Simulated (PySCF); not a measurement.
Si(SH)Cl3.
SMILES: `S[Si](Cl)(Cl)Cl`

Jobs on this species (6 atoms, 82 electrons) with PySCF (density fitting). Hardware of each: an Arm Neoverse V1 with one thread (shared host). The host was shared with other jobs, so the times are rough.

```csv
level and settings,work,basis functions,SCF cycles,wall time
"delta-SCF UKS SCAN, pcX-2 on the ionised atom, pcseg-1 elsewhere, spin-free X2C","ΔSCF core ionisation, 6 holes",137,?,?
"PBE0-D3(BJ)/def2-SVP, grid level 1",geometry optimisation from a GFN2-xTB start,95,25,18 s
KT2/pcSseg-1,shieldings,125,14,12 s
PBE0/pcSseg-1,"shieldings, charges and field gradients",125,12,11 s
B3LYP/def2-SVPD,"10 singlets by full TDDFT, 4 Tamm–Dancoff triplets, polarisability",140,12,15 s
```

**Question.** Fill in the missing figures.

**Answer.** 
- delta-SCF UKS SCAN, pcX-2 on the ionised atom, pcseg-1 elsewhere, spin-free X2C; ΔSCF core ionisation, 6 holes: 22 s, 82 SCF cycles

**Question.** What do all jobs in the table cost together?

**Answer.** About 78 s; the longest takes about 28 % of that, and about 2 times as long as the shortest.
